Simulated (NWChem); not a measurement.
All runs are NWChem calculations. System: HAs, charge 0, spin multiplicity 3, at a geometry optimised with UPBE0/def2-SVP. The structure started from a generated list of species. Its SCF solution wasn't tested for a lower state. Level: ROCCSDT/def2-SVP, 9 core orbitals frozen.

Job file:

```
start mol
memory heap 100 mb stack 700 mb global 1900 mb
geometry units angstroms nocenter noautoz
  As     0.000000     0.000000     0.045131
  H      0.000000     0.000000    -1.489334
  symmetry group C2v
end
basis spherical
  * library def2-svp
end
scf
  rohf
  nopen 2
  maxiter 100
  thresh 1e-7
  semidirect memsize 60000000 filesize 0
  # guess.movecs holds the orbitals of an unrestricted PBE0 run
  vectors input guess.movecs output mol.movecs
end
tce
  freeze core 9
  ccsdt
  2eorb
  2emet 13
  thresh 1e-6
  maxiter 100
  tilesize 24
end
task tce energy
```

NWChem printed:

```
             Northwest Computational Chemistry Package (NWChem) 7.3.0
             --------------------------------------------------------

                                NWChem Input Module
                                -------------------

 Scaling coordinates for geometry "geometry" by  1.889725989
 (inverse scale =  0.529177249)

 Turning off AUTOSYM since
 SYMMETRY directive was detected!

                             Geometry "geometry" -> ""
                             -------------------------

 Output coordinates in angstroms (scale by  1.889725989 to convert to a.u.)

  No.       Tag          Charge          X              Y              Z
 ---- ---------------- ---------- -------------- -------------- --------------
    1 As                  33.0000     0.00000000     0.00000000     0.04513100
    2 H                    1.0000     0.00000000     0.00000000    -1.48933400

 Effective nuclear repulsion energy (a.u.)      11.3804154653

            Nuclear Dipole moment (a.u.)
            ----------------------------
        X                 Y               Z
 ---------------- ---------------- ----------------
     0.0000000000     0.0000000000    -0.0000207870

      Symmetry information
      --------------------

 Group name             C2v
 Group number             16
 Group order               4
 No. of unique centers     2

      Symmetry unique atoms

     1    2


 Summary of "ao basis" -> "" (spherical)
 ------------------------------------------------------------------------------
       Tag                 Description            Shells   Functions and Types
 ---------------- ------------------------------  ------  ---------------------
 *                          def2-svp                  on all atoms

 Summary of "ao basis" -> "ao basis" (spherical)
 ------------------------------------------------------------------------------
       Tag                 Description            Shells   Functions and Types
 ---------------- ------------------------------  ------  ---------------------
 As                         def2-svp                12       32   5s4p3d
 H                          def2-svp                 3        5   2s1p

                                 NWChem SCF Module
                                 -----------------

  ao basis        = "ao basis"
  functions       =    37
  atoms           =     2
  closed shells   =    16
  open shells     =     2
  charge          =   0.00
  wavefunction    = ROHF
  use symmetry    = T
  symmetry adapt  = T

 Summary of "ao basis" -> "ao basis" (spherical)
 ------------------------------------------------------------------------------
       Tag                 Description            Shells   Functions and Types
 ---------------- ------------------------------  ------  ---------------------
 As                         def2-svp                12       32   5s4p3d
 H                          def2-svp                 3        5   2s1p

      Symmetry analysis of basis
      --------------------------

        a1         18
        a2          3
        b1          8
        b2          8

 Forming initial guess at       0.0s

      Symmetry analysis of molecular orbitals - initial
      -------------------------------------------------

  Numbering of irreducible representations:

     1 a1          2 a2          3 b1          4 b2

  Orbital symmetries:

     1 a1          2 a1          3 b1          4 b2          5 a1
     6 a1          7 b1          8 b2          9 a1         10 a2
    11 a1         12 b1         13 b2         14 a1         15 a1
    16 a1         17 b2         18 b1         19 a1         20 a1
    21 a1         22 b2         23 b1         24 a1         25 a2
    26 b2         27 b1         28 a1

 Starting SCF solution at       0.0s

 ----------------------------------------------
         Quadratically convergent ROHF

 Convergence threshold     :          1.000E-07
 Maximum no. of iterations :          100
 Final Fock-matrix accuracy:          1.000E-09
 ----------------------------------------------

              iter       energy          gnorm     gmax       time
             ----- ------------------- --------- --------- --------
                 1    -2234.4671732583  5.22D-01  1.59D-01      0.2
                 2    -2234.4788527834  1.79D-01  7.05D-02      0.2
                 3    -2234.4797496762  2.77D-03  1.11D-03      0.2
                 4    -2234.4797505561  2.06D-06  6.77D-07      0.2
                 5    -2234.4797505561  4.20D-09  2.02D-09      0.3

       Final ROHF results
       ------------------

         Total SCF energy =  -2234.479750556077
      One-electron energy =  -3137.634448153250
      Two-electron energy =    891.774282131854
 Nuclear repulsion energy =     11.380415465319

        Time for solution =      0.2s

       Symmetry analysis of molecular orbitals - final
       -----------------------------------------------

  Numbering of irreducible representations:

     1 a1          2 a2          3 b1          4 b2

  Orbital symmetries:

     1 a1          2 a1          3 b1          4 b2          5 a1
     6 a1          7 b2          8 b1          9 a1         10 a1
    11 a2         12 a1         13 b2         14 b1         15 a1
    16 a1         17 b2         18 b1         19 a1         20 a1
    21 a1         22 b1         23 b2         24 b1         25 b2
    26 a1         27 a2         28 a1

             Final eigenvalues
             -----------------

              1
    1 -432.5423
    2  -56.2900
    3  -50.1488
    4  -50.1488
    5  -50.1481
    6   -8.0257
    7   -5.8808
    8   -5.8808
    9   -5.8793
   10   -2.1122
   11   -2.1122
   12   -2.1113
   13   -2.1101
   14   -2.1101
   15   -0.7474
   16   -0.4369
   17   -0.1516
   18   -0.1516
   19    0.1701
   20    0.3409
   21    0.4892
   22    0.6102
   23    0.6102
   24    0.6243
   25    0.6243
   26    0.6309
   27    0.6309
   28    0.7315

                       ROHF Final Molecular Orbital Analysis
                       -------------------------------------

 Vector   16  Occ=2.000000D+00  E=-4.368700D-01  Symmetry=a1
              MO Center=  9.7D-17,  1.0D-16, -2.4D-01, r^2= 2.1D+00
   Bfn.  Coefficient  Atom+Function         Bfn.  Coefficient  Atom+Function
  ----- ------------  ---------------      ----- ------------  ---------------
    14      0.356535  1 As pz                33     -0.348689  2 H  s
     4      0.343472  1 As s                 17      0.289375  1 As pz
     5      0.282155  1 As s                 34     -0.253677  2 H  s
     3     -0.225385  1 As s                 11     -0.220560  1 As pz

 Vector   17  Occ=1.000000D+00  E=-1.516137D-01  Symmetry=b2
              MO Center=  3.8D-17, -8.7D-14,  2.4D-02, r^2= 2.0D+00
   Bfn.  Coefficient  Atom+Function         Bfn.  Coefficient  Atom+Function
  ----- ------------  ---------------      ----- ------------  ---------------
    16      0.631729  1 As py                13      0.501879  1 As py
    10     -0.299111  1 As py

 Vector   18  Occ=1.000000D+00  E=-1.516137D-01  Symmetry=b1
              MO Center=  8.6D-14, -2.6D-16,  2.4D-02, r^2= 2.0D+00
   Bfn.  Coefficient  Atom+Function         Bfn.  Coefficient  Atom+Function
  ----- ------------  ---------------      ----- ------------  ---------------
    15      0.631729  1 As px                12      0.501879  1 As px
     9     -0.299111  1 As px

 Vector   19  Occ=0.000000D+00  E= 1.700714D-01  Symmetry=a1
              MO Center= -3.5D-15, -3.5D-15, -6.7D-01, r^2= 3.7D+00
   Bfn.  Coefficient  Atom+Function         Bfn.  Coefficient  Atom+Function
  ----- ------------  ---------------      ----- ------------  ---------------
    34      1.626843  2 H  s                 17      1.272893  1 As pz
     5     -0.799201  1 As s                  4     -0.320122  1 As s
    14      0.210103  1 As pz                33      0.198303  2 H  s
     3      0.181231  1 As s                 11     -0.160326  1 As pz

 Vector   20  Occ=0.000000D+00  E= 3.409265D-01  Symmetry=a1
              MO Center= -7.6D-16, -7.6D-16, -8.9D-02, r^2= 3.7D+00
   Bfn.  Coefficient  Atom+Function         Bfn.  Coefficient  Atom+Function
  ----- ------------  ---------------      ----- ------------  ---------------
     5      2.211949  1 As s                  4     -1.939724  1 As s
     3      0.476756  1 As s                 17     -0.457810  1 As pz
    34     -0.450397  2 H  s                 33     -0.206758  2 H  s

 Vector   21  Occ=0.000000D+00  E= 4.892237D-01  Symmetry=a1
              MO Center= -2.3D-15, -2.3D-15, -7.0D-01, r^2= 3.9D+00
   Bfn.  Coefficient  Atom+Function         Bfn.  Coefficient  Atom+Function
  ----- ------------  ---------------      ----- ------------  ---------------
    34      1.369942  2 H  s                  5     -1.135275  1 As s
    33     -0.643148  2 H  s                 14      0.614377  1 As pz
     4      0.602464  1 As s                 30     -0.466497  1 As d  0
    17     -0.219755  1 As pz                11     -0.180329  1 As pz
     3     -0.162162  1 As s

 center of mass
 --------------
 x =   0.00000000 y =   0.00000000 z =   0.04679674

 moments of inertia (a.u.)
 ------------------
           8.361683116960           0.000000000000           0.000000000000
           0.000000000000           8.361683116960           0.000000000000
           0.000000000000           0.000000000000           0.000000000000

  Mulliken analysis of the total density
  --------------------------------------

    Atom       Charge   Shell Charges
 -----------   ------   -------------------------------------------------------
    1 As  33    32.94   2.00  2.00  2.00  1.36  0.56  6.00  5.98  1.35  1.67  8.18  1.77  0.09
    2 H    1     1.06   0.70  0.34  0.02

 Mulliken analysis of the open-shell density
 -------------------------------------------

    Atom       Charge   Shell Charges
 -----------   ------   -------------------------------------------------------
    1 As  33     2.00   0.00  0.00  0.00  0.00  0.00  0.00  0.01  0.81  1.18  0.00 -0.00  0.00
    2 H    1     0.00   0.00  0.00  0.00

       Multipole analysis of the density wrt the origin
       ------------------------------------------------

     L   x y z        total         open         nuclear
     -   - - -        -----         ----         -------
     0   0 0 0     -0.000000     -2.000000     34.000000

     1   1 0 0     -0.000000     -0.000000      0.000000
     1   0 1 0      0.000000      0.000000      0.000000
     1   0 0 1     -0.140712     -0.092324     -0.000021

     2   2 0 0    -14.137359     -5.776150      0.000000
     2   1 1 0      0.000000      0.000000      0.000000
     2   1 0 1     -0.000000     -0.000000      0.000000
     2   0 2 0    -14.137359     -5.776150      0.000000
     2   0 1 1      0.000000      0.000000      0.000000
     2   0 0 2    -14.228770     -2.928070      8.161062

                   NWChem Extensible Many-Electron Theory Module
                   ---------------------------------------------


            General Information
            -------------------
      Number of processors :     1
         Wavefunction type : Restricted open-shell Hartree-Fock
          No. of electrons :    34
           Alpha electrons :    18
            Beta electrons :    16
           No. of orbitals :    74
            Alpha orbitals :    37
             Beta orbitals :    37
        Alpha frozen cores :     9
         Beta frozen cores :     9
     Alpha frozen virtuals :     0
      Beta frozen virtuals :     0
         Spin multiplicity : triplet
    Number of AO functions :    37
       Number of AO shells :    15
        Use of symmetry is : on
      Symmetry adaption is : on
         Schwarz screening : 0.10D-09

          Correlation Information
          -----------------------
          Calculation type : Coupled-cluster singles, doubles, & triples
   Perturbative correction : none
            Max iterations :      100
        Residual threshold : 0.10D-05
     T(0) DIIS level shift : 0.00D+00
     L(0) DIIS level shift : 0.00D+00
     T(1) DIIS level shift : 0.00D+00
     L(1) DIIS level shift : 0.00D+00
     T(R) DIIS level shift : 0.00D+00
     T(I) DIIS level shift : 0.00D+00
   CC-T/L Amplitude update :  5-th order DIIS
                I/O scheme : Global Array Library
        L-threshold :  0.10D-05
        EOM-threshold :  0.10D-05
 no EOMCCSD initial starts read in
 TCE RESTART OPTIONS
 SLICE:      F
 D4D5:       F
 quantumc:   F
 qrotation:  F
 pwtce:      F
 qducc:      F
 nacto:                         0
 nrotv:                         0
 nrot:                          0

            Memory Information
            ------------------
          Available GA space size is     249034062 doubles
          Available MA space size is     104854588 doubles

 Maximum block size supplied by input
 Maximum block size        24 doubles

 tile_dim =      9

 -------------------------------------------------

 Global array virtual files algorithm will be used

 Parallel file system coherency ......... OK

 4-electron integrals stored in orbital form

 v2    file size   =            37445
 4-index algorithm nr.  13 is used
 imaxsize =       30
 imaxsize ichop =        0
 IN MAPPING 1 for UCC(4),CCSDT,CCSDTQ


 CCSDT iterations
 --------------------------------------------------------
 Iter          Residuum       Correlation     Cpu    Wall
 --------------------------------------------------------
    1   0.5620844904379  -0.2071644412730    12.8    12.8
    2   0.1172483572930  -0.2071006471094    12.0    12.0
    3   0.0535852998019  -0.2177730960183    11.7    11.7
    4   0.0203569908204  -0.2171750078948    11.7    11.7
    5   0.0098655938054  -0.2184489838953    11.3    11.3
    6   0.0035433929660  -0.2186035011702    11.5    11.5
    7   0.0015098973631  -0.2186417640379    11.4    11.4
    8   0.0008329910768  -0.2186439888519    11.3    11.3
    9   0.0004957013478  -0.2186501591532    11.6    11.6
   10   0.0003002596689  -0.2186558270966    11.3    11.3
   11   0.0000639426777  -0.2186644707863    11.6    11.6
   12   0.0000245396962  -0.2186646501470    11.2    11.2
   13   0.0000139197986  -0.2186651611982    11.4    11.4
   14   0.0000084426013  -0.2186650737329    11.4    11.4
   15   0.0000053346532  -0.2186651352074    11.4    11.4
   16   0.0000014880993  -0.2186650901162    11.7    11.7
   17   0.0000006565725  -0.2186651382925    11.7    11.7
 --------------------------------------------------------
 Iterations converged
 CCSDT correlation energy / hartree =        -0.218665138292463
 CCSDT total energy / hartree       =     -2234.698415694369942

 Singles contributions

 Doubles contributions

 Task  times  cpu:      199.0s     wall:      199.0s

 Total times  cpu:      199.0s     wall:      199.0s
```
